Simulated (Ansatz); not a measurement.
Input for Ansatz (a quantum-chemistry and plane-wave program): R-wB97X-V/def2-TZVPP on CH4GeO (SMILES C[O][GeH]), a point of a torsion scan.

Ansatz 0.2 input:
```yaml
crystal:
  periodic: [false, false, false]
  atoms:
    - {symbol: C, position_ang: [-0.83097395, -0.19915620, 0.11389038]}
    - {symbol: O, position_ang: [0.05261528, 0.89482931, 0.17351106]}
    - {symbol: Ge, position_ang: [1.77872949, 1.14792236, 0.14618975]}
    - {symbol: H, position_ang: [-0.28472831, -1.14182652, 0.02664551]}
    - {symbol: H, position_ang: [-1.48752229, -0.08065406, -0.75108726]}
    - {symbol: H, position_ang: [-1.43892700, -0.21651552, 1.02131083]}
    - {symbol: H, position_ang: [2.23716814, -0.47588634, 0.00985481]}
basis:
  gaussian:
    orbitals: def2-TZVPP
hamiltonian:
  xc: {name: wB97X-V}
scf: {lower_state_search: off}
```

The head of its log:

```
WARN ansatz: RAYON_NUM_THREADS=1 ignored (pool sized by the plan → 1); use --threads N
Functional definition: wB97X-V
these checks for a lower state are left out or cut short: stability, starts, cluster_reference, orbital_swaps, neighbouring_geometries, increment
integrals: 0.10 GiB planned
956 factors; their error is unknown
integrals: 0.13 GiB planned
212 factors; integrals over basis functions are off by at most 2.1e-5 eV
mean field: 0.87 GiB planned
mean field evaluation 1: about -59657.7870 eV, gradient 4.7e1 eV
mean field evaluation 2: about -59654.6466 eV, gradient 6.5e1 eV
```

**Question.** What total energy does the run end on?

**Answer.** -2192.5346 hartree.
